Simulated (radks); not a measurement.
The numbers below are computed, except where a source is named.
These are the eigenvalues of the occupied orbitals of an atom or ion with whole-number occupations (eV). Level of theory: scalar-relativistic Kohn-Sham, r2SCAN, spin-polarised, spherical densities, finite nucleus; meta-GGA in the generalised Kohn-Sham scheme; Fermi nuclear charge, rms radius of each element as measured or else 0.836 A^(1/3) + 0.57 fm (a radial shooting solver on a logarithmic mesh with Libxc functionals).

1s up: -691.1394
1s down: -688.9814
2s up: -51.1892
2s down: -46.1284
2p up: -30.9417
2p down: -25.5823

Which element is it, and in what charge state? The configuration may be excited. Open shells, if any, are filled with parallel spins first.

Answer. Z = 9, fluorine, charge +1: F+ in [He] 2s2 2p4. The list shows which subshells hold electrons but not how many an open one holds; the 1s level, -25.399 hartree, gives Z - s = 7.1 by -(Z - s)^2/2, which with screening and relativity narrows Z to a few neighbours, and the depths of the outer levels then fix element, charge and occupations together.
